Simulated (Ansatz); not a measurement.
`F[SiH](F)[SiH](Cl)Cl` + GeH₄ → `F[SiH](F)[GeH3]` + `Cl[SiH2]Cl` at 500 K and 1 bar (formal exchange of groups at the Si–Si bond).

Isolated molecules relaxed with PBE0-D4/def2-TZVP in Ansatz; ΔE leaves out vibrations. CBS: MP2 limit from def2 TZ/QZ plus the TZ coupled-cluster correction, frozen cores. For Ge outer-core shells are correlated without core-valence functions, which leaves a few kJ/mol of doubt a bond. Scalar relativity is left out up to krypton. One conformer a species, not always the lowest.

| species | CCSD(T)/CBS energy (Eh) | H − E (kJ/mol) | S (J/(mol·K)) |
| --- | --- | --- | --- |
| `F[SiH](F)[SiH](Cl)Cl` | -1698.73569 | 124.2 | 467.7 |
| GeH₄ | -2078.49493 | 99.4 | 244.6 |
| `F[SiH](F)[GeH3]` | -2567.30741 | 142.8 | 403.2 |
| `Cl[SiH2]Cl` | -1209.93203 | 81.5 | 323.4 |

H − E and S are ideal-gas, rigid-rotor, harmonic terms from PBE0-D4/def2-TZVP, for one conformer and one mirror image of each species. 1 Eh = 2625.50 kJ/mol, R = 8.31446 J/(mol·K).

Task: By hand: ΔE, ΔH, ΔS and ΔG.

Result: ΔE = (-2567.30741) + (-1209.93203) − (-1698.73569) − (-2078.49493) = -0.00882 Eh = -23.2 kJ/mol. Δ(H − E) = 142.8 + 81.5 − 124.2 − 99.4 = 0.7, so ΔH = -22.5 kJ/mol. ΔS = 403.2 + 323.4 − 467.7 − 244.6 = 14.3 J/(mol·K). ΔG = -22.5 − 500 × (14.3)/1000 = -29.6 kJ/mol.

Task: By hand: the equilibrium constant, and the temperature at which ΔG would vanish if ΔH and ΔS stayed fixed.

Result: log₁₀ K = −ΔG/(RT ln 10) = 3.1. ΔH and −TΔS have one sign here, so there is no such temperature.

The number of gas molecules stays the same, so ΔS is small and ΔH decides. A doubt of 5 kJ/mol in ΔE shifts log₁₀ K by 0.5 here. Other conformers and mirror images would add mixing entropy, several J/(mol·K) or more a flexible species. Modes under 60 cm⁻¹, often nearly free rotors, make the harmonic entropy too high. These are equilibria of isolated gas molecules and say nothing of rates. Largest T1 diagnostic: 0.012 (customary marks: 0.02 for closed shells, 0.045 for open ones).
